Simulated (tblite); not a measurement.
Species: C4H15PSi2.
Structure used (GFN2-xTB), in Å, numbered top down from 1:
```
atom  x, y, z in Å
C1    -1.3096    0.9430   -1.8967
Si2   -1.0915   -0.0697   -0.2976
C3    -2.0745   -1.7026   -0.3922
C4    -1.6738    0.9408    1.2109
C5     0.7666   -0.5100   -0.1073
P6     1.8192    1.0062    0.0837
Si7    3.7548    0.0361    0.6325
H8    -1.1596    0.3287   -2.7797
H9    -0.5881    1.7544   -1.9341
H10   -2.3028    1.3765   -1.9621
H11   -1.7427   -2.3198   -1.2211
H12   -1.9700   -2.2884    0.5158
H13   -3.1317   -1.5056   -0.5343
H14   -2.7454    1.1114    1.1804
H15   -1.1855    1.9105    1.2380
H16   -1.4496    0.4314    2.1438
H17    0.9358   -1.1824    0.7338
H18    1.1198   -1.0132   -1.0091
H19    1.4474    1.2898    1.3951
H20    4.3037   -0.5583   -0.5887
H21    4.6547    1.0658    1.1493
H22    3.6126   -1.0251    1.6372
```

Computed values, GFN2-xTB/tblite, gas phase, harmonic and unscaled. The method is semi-empirical: single wavenumbers can be off by several per cent or more. Modes of hydrogen on phosphorus and silicon can be 10 to 20 % off. One conformer, not necessarily the lowest.

Harmonic wavenumbers (cm⁻¹): 29.5, 49.7, 76.0, 88.9, 98.7, 108.1, 116.7, 131.4, 153.7, 159.5, 197.7, 200.7, 239.5, 449.0, 468.1, 509.3, 602.9, 640.2, 690.2, 721.1, 735.8, 741.7, 755.0, 765.3, 770.7, 774.9, 790.0, 792.4, 800.7, 834.4, 853.2, 872.5, 872.9, 1074.5, 1144.3, 1367.5, 1369.2, 1374.7, 1429.5, 1477.5, 1479.5, 1483.1, 1484.8, 1489.4, 1491.7, 2211.1, 2240.7, 2268.5, 2278.0, 2954.2, 2960.8, 3034.1, 3036.4, 3038.2, 3040.2, 3042.1, 3044.7, 3045.5, 3047.3, 3055.2.

A = 2516, B = 625.1, C = 608.2 MHz; mass 150.045 u (most abundant isotopes); point group C1, symmetry number 1.

Problem. Zero-point energy?

Solution. ½Σν̃ = 37527 cm⁻¹ = 107.29 kcal/mol.

Problem. What is S at 350 K and 1 bar for an ideal gas of classical rigid rotors and harmonic oscillators?

Solution. Translation 41.75, rotation 30.68, vibration 56.41: S = 128.8 cal/(mol K).

Problem. And Cp and H(350 K) − H(0)?

Solution. Cp = 56.07 cal/(mol K), of which vibrations give 48.12 (their classical limit is 60 R = 119.2); H(350 K) − H(0) = 12.28 kcal/mol without the zero-point energy, 9.49 from vibrations.

Problem. How do the functions run with temperature in this model?

Solution. 
```json
{"T (K)": "50", "S (cal/(mol K))": "63.9", "Cp (cal/(mol K))": "19.0", "H − H(0) (kcal/mol)": "0.62", "G − H(0) (kcal/mol)": "-2.57", "ln q(vib)": "1.23"}
{"T (K)": "100", "S (cal/(mol K))": "80.1", "Cp (cal/(mol K))": "27.7", "H − H(0) (kcal/mol)": "1.82", "G − H(0) (kcal/mol)": "-6.19", "ln q(vib)": "3.73"}
{"T (K)": "298.15", "S (cal/(mol K))": "120.3", "Cp (cal/(mol K))": "50.4", "H − H(0) (kcal/mol)": "9.51", "G − H(0) (kcal/mol)": "-26.36", "ln q(vib)": "12.68"}
{"T (K)": "373.15", "S (cal/(mol K))": "132.5", "Cp (cal/(mol K))": "58.4", "H − H(0) (kcal/mol)": "13.60", "G − H(0) (kcal/mol)": "-35.84", "ln q(vib)": "15.63"}
{"T (K)": "500", "S (cal/(mol K))": "151.2", "Cp (cal/(mol K))": "69.6", "H − H(0) (kcal/mol)": "21.75", "G − H(0) (kcal/mol)": "-53.86", "ln q(vib)": "20.33"}
{"T (K)": "750", "S (cal/(mol K))": "182.6", "Cp (cal/(mol K))": "85.4", "H − H(0) (kcal/mol)": "41.25", "G − H(0) (kcal/mol)": "-95.72", "ln q(vib)": "28.73"}
{"T (K)": "1000", "S (cal/(mol K))": "208.8", "Cp (cal/(mol K))": "96.2", "H − H(0) (kcal/mol)": "64.04", "G − H(0) (kcal/mol)": "-144.74", "ln q(vib)": "36.19"}
```

q(vib) and H(0) count from the zero-point level.

Problem. What must be added to the electronic energy to get the Gibbs energy at 350 K and 1 bar?

Solution. ZPE + [H(350 K) − H(0)] − T·S = 107.29 + 12.28 − 45.09 = 74.48 kcal/mol.

Problem. Blend soft modes into free rotors: weight 1/[1 + (100 cm⁻¹/ν̃)⁴] for the oscillator and the rest for a rotor with moment μB/(μ + B), μ = h/(8π²ν), B = 10⁻⁴⁴ kg m². What vibrational entropy results?

Solution. 50.70 cal/(mol K) in place of 56.41, which changes −T·S at 350 K by +2.00 kcal/mol.

Problem. Which modes carry the vibrational entropy at 350 K?

Solution. 29.5 cm⁻¹: 6.18; 49.7 cm⁻¹: 5.15; 76.0 cm⁻¹: 4.31; 88.9 cm⁻¹: 4.00; 98.7 cm⁻¹: 3.79; 108.1 cm⁻¹: 3.62 cal/(mol K); the other 54 give 29.37 together.

Hindered rotation and anharmonicity are outside this model. Other conformers, if any are populated, would add a mixing term that is left out. The structure is chiral; the term R ln 2 for an equal mix with its mirror image is left out.
